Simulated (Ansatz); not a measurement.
Frontier orbitals of C2H4BN.

```xyz
8

B    -0.0566    0.4316    0.8957
C     0.7565   -0.7440    0.3712
N     0.8757   -1.3173   -0.6908
C    -0.1748   -0.1045   -0.7648
H    -1.0096    0.1563    1.5585
H     0.5332    1.4602    1.0278
H     0.2274    0.6417   -1.4360
H    -1.1517   -0.5239   -0.9616
```

Charge 0, multiplicity 1. The bonds changed during the relaxation, so this is another structure than the one it started from. Geometry: relaxed with PBE0-D4/def2-TZVP. Basis def2-TZVPP, Ansatz.

Orbital energies of one run (eV). Highest occupied ones, from the top: -11.40, -11.92, -12.78, -13.31, -14.97, -15.79, -17.10, -20.14, -23.00, -31.67, -186.21, -281.72, -281.95, -393.79. Empty: 1.76, 1.89, 2.82, 3.21, 3.74, 3.90.

(1) Which functional gave them?
A. LDA (SPW92)
B. ωB97X-V
C. CAM-B3LYP
D. HSE06 (plane-wave form)

Answers

(1) B. HOMO energies: ωB97X-V -11.40, CAM-B3LYP -10.41, HSE06 -8.67, LDA (SPW92) -7.96 eV.
